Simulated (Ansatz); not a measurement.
A nudged elastic band was laid between two geometries of ClH + ClHOZn (6 atoms, charge 0, multiplicity 1).

All numbers below come from Ansatz, RHF/def2-SVP.

```yaml
movable_images: 5
climbing_image: from the first iteration
spring: 5.0 eV/Å²
optimiser: fire
start_path: through a guess of the saddle point
force_threshold: 0.05 eV/Å
iteration_limit: 60
end_points: relaxed
```

Initial state:

```xyz
6
Properties=species:S:1:pos:R:3
Zn -0.015 -0.010 0.032
O -0.179 -0.060 1.838
H -0.959 -0.280 2.321
Cl -0.300 -0.084 -2.088
Cl 2.498 0.690 1.063
H 1.593 0.435 1.961
```

Final state:

```xyz
6
Properties=species:S:1:pos:R:3
Zn 0.887 0.251 -0.120
O -0.003 -0.005 1.779
H -0.898 -0.262 1.952
Cl -0.722 -0.210 -1.503
Cl 2.913 0.818 0.419
H 0.461 0.100 2.599
```

Task: What changes between the two ends?

Result: Bonds broken: Cl5–H6. Bonds formed: Zn1–Cl5, O2–H6. ClH + ClHOZn becomes Cl2H2OZn.

Task: Give the energies along the band, and the barrier.

Result: The forces met the threshold. The highest image is number 2 of 0 to 6, 0.9 kcal/mol above the first end and 39.7 kcal/mol above the last; the last end lies 38.8 kcal/mol below the first. Another band between the same ends (5 images) ends at a top of the same energy, where a vibrational analysis finds 1 clearly imaginary mode. The orbitals stay closed-shell, which can raise the energy where a bond breaks towards radicals; this wasn't checked here.

| image | path coordinate (Å) | energy (kcal/mol) | Cl5–H6 (Å) | Zn1–Cl5 (Å) | O2–H6 (Å) |
| --- | --- | --- | --- | --- | --- |
| 0 | 0.00 | 0.0 | 1.30 | 2.80 | 1.84 |
| 1 | 0.21 | 0.3 | 1.32 | 2.72 | 1.66 |
| 2 | 0.42 | 0.9 | 1.39 | 2.62 | 1.46 |
| 3 | 0.95 | -21.3 | 1.89 | 2.38 | 1.02 |
| 4 | 1.48 | -35.9 | 2.43 | 2.21 | 0.95 |
| 5 | 2.00 | -38.3 | 2.88 | 2.19 | 0.95 |
| 6 | 2.52 | -38.8 | 3.36 | 2.17 | 0.95 |

Task: What is the geometry of the highest image?

Result: 
```xyz
6
Properties=species:S:1:pos:R:3
Zn 0.119 0.031 -0.011
O -0.097 -0.031 1.826
H -0.802 -0.242 2.416
Cl -0.293 -0.083 -2.111
Cl 2.400 0.660 1.103
H 1.312 0.357 1.904
```

The band took 50 iterations and roughly 4 core-minutes.

Run time: 3.7 min on 1 thread of AMD EPYC 9R45 96-Core Processor (Zen 5), on a shared host, peak memory 0.22 GiB.
